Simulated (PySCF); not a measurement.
# Exact mass, isotope pattern and composition

Species: `CS(=O)(=O)[C@@H]1C[C@@]12CC[C@H]2F`.

Calculated for natural abundance.

(1) Molar mass and exact mass?

(2) Work out the cluster of the molecular ion M+•, one line a nominal mass.

(3) Which m/z would the protonated, sodiated and deprotonated molecule have?

(4) What resolving power m/Δm just matches the spacing of the species with one 33S and with one 13C?

(5) Elemental analysis, calculated?

## Answers

(1) For C7H11FO2S, with standard atomic weights, 7 × 12.011 + 1 × 32.060 + 2 × 15.999 + 1 × 18.998 + 11 × 1.008 = 178.221 g/mol. From the most abundant isotopes (12C, 32S, 16O, 19F, 1H), 7 × 12.000000 + 1 × 31.972071 + 2 × 15.994915 + 1 × 18.998403 + 11 × 1.007825 = 178.0464 u.

(2) 
```tsv
nominal mass	m/z (centroid)	relative intensity
178	178.0458	100.0
179	179.0489	8.6
180	180.0429	5.3
181	181.0459	0.4
```

Lines under 0.1 % of the tallest are left out. One electron mass, 0.00055 u, is taken off. Abundances used (%; other tables differ somewhat): 12C 98.93, 13C 1.07; 32S 94.93, 33S 0.76, 34S 4.29, 36S 0.02; 16O 99.757, 17O 0.038, 18O 0.205; 1H 99.9885, 2H 0.0115.

(3) [M+H]+ 179.0537, [M+Na]+ 201.0356, [M−H]− 177.0391, for the monoisotopic species (arithmetic only; whether such ions form is another matter).

(4) They lie 0.00397 u apart at mass 179.05, so m/Δm is about 45000.

(5) C 47.18 %, S 17.99 %, O 17.95 %, F 10.66 %, H 6.22 %.
